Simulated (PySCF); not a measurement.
**Partial charges of `Cn1nncc1C1CC1`**

Species: C₆H₉N₃.
Atom-mapped SMILES: `[CH3:1][n:2]1[n:3][n:4][cH:5][c:6]1[CH:7]1[CH2:8][CH2:9]1` (hydrogens: H10, H11, H12 on C1; H13 on C5; H14 on C7; H15, H16 on C8; H17, H18 on C9)

Structure used (GFN2-xTB), in Å, numbered top down from 1:
```
atom  x, y, z in Å
C1     2.134   -1.189   -0.479
N2     1.596    0.089   -0.119
N3     2.396    1.136    0.075
N4     1.682    2.151    0.377
C5     0.387    1.795    0.390
C6     0.300    0.452    0.070
C7    -0.836   -0.460   -0.062
C8    -2.004   -0.329    0.882
C9    -2.159    0.071   -0.547
H10    1.890   -1.939    0.275
H11    3.215   -1.075   -0.541
H12    1.748   -1.511   -1.449
H13   -0.384    2.500    0.619
H14   -0.568   -1.463   -0.371
H15   -1.959    0.448    1.628
H16   -2.481   -1.236    1.221
H17   -2.745   -0.556   -1.201
H18   -2.220    1.123   -0.778
```

Density: PBE0/pcSseg-1 (PySCF); schemes: Mulliken, IAO, Hirshfeld and ESP-fitted. The structure is a single GFN2-xTB conformer in the gas phase; no vibrational or solvent corrections.

Task: Tabulate the Mulliken, IAO, Hirshfeld and ESP-fitted charges.

Result: In e; atoms taken as equivalent share a row and are averaged (×n: the atom named and its like, n in all):

| atom | environment | Mulliken | IAO | Hirshfeld | ESP-fitted |
| --- | --- | --- | --- | --- | --- |
| C1 | N-methyl carbon | -0.041 | -0.318 | -0.051 | -0.381 |
| N2 | pyrrole-type nitrogen | -0.558 | +0.029 | +0.039 | +0.490 |
| N3 | pyridine-type nitrogen | -0.030 | -0.130 | -0.093 | -0.308 |
| N4 | pyridine-type nitrogen | -0.249 | -0.188 | -0.151 | -0.336 |
| C5 | aromatic CH next to a ring nitrogen | -0.035 | -0.146 | -0.057 | +0.083 |
| C6 | substituted aromatic carbon | +0.326 | +0.034 | +0.028 | -0.050 |
| C7 | benzylic-type carbon | -0.239 | -0.150 | -0.042 | -0.307 |
| C8/C9 | three-membered-ring carbon | -0.164 | -0.282 | -0.081 | -0.256 |
| H10/H11/H12 | methyl hydrogen | +0.136 | +0.167 | +0.059 | +0.132 |
| H13 | aromatic hydrogen | +0.073 | +0.162 | +0.057 | +0.132 |
| H14 | methine hydrogen | +0.117 | +0.149 | +0.049 | +0.209 |
| H15/H18 | methylene hydrogen | +0.143 | +0.156 | +0.051 | +0.139 |
| H16/H17 | methylene hydrogen | +0.135 | +0.155 | +0.052 | +0.153 |

Mean size of the charges over all atoms: ESP-fitted 0.210 e, IAO 0.166 e, Mulliken 0.164 e, Hirshfeld 0.062 e. Each set sums to the total charge, 0, to within 0.001 e. The ESP scheme fits charges at the nuclei, held to the total charge, to the electrostatic potential on points at 1.4 to 2.0 times the van der Waals radii.

Some averages cover members that differ in this geometry: H10/H11/H12, IAO +0.157 to +0.186 e.

Lowest charge. The schemes don't all agree: Mulliken N2 (-0.558); IAO C1 (-0.318); Hirshfeld N4 (-0.151); ESP-fitted C1 (-0.381).

Highest charge. The schemes don't all agree: Mulliken C6 (+0.326); IAO H10/H11/H12 (+0.167); Hirshfeld H10/H11/H12 (+0.059); ESP-fitted N2 (+0.490).

Task: How many electrons does the IAO scheme count on N3?

Result: Z − q = 7 − (-0.130) = 7.130.

Task: Sum the charges by element.

Result: 
```tsv
element	atoms	Mulliken	IAO	Hirshfeld	ESP-fitted
C	6	-0.317	-1.144	-0.285	-1.167
N	3	-0.837	-0.288	-0.204	-0.154
H	9	+1.154	+1.432	+0.490	+1.321
```

The run behind these numbers computed NMR shieldings as well. Time: 28 s; peak memory 0.86 GiB. Hardware: one thread of an Arm Neoverse V2, no GPU, shared host with 96 logical CPUs at a one-minute load of 28.
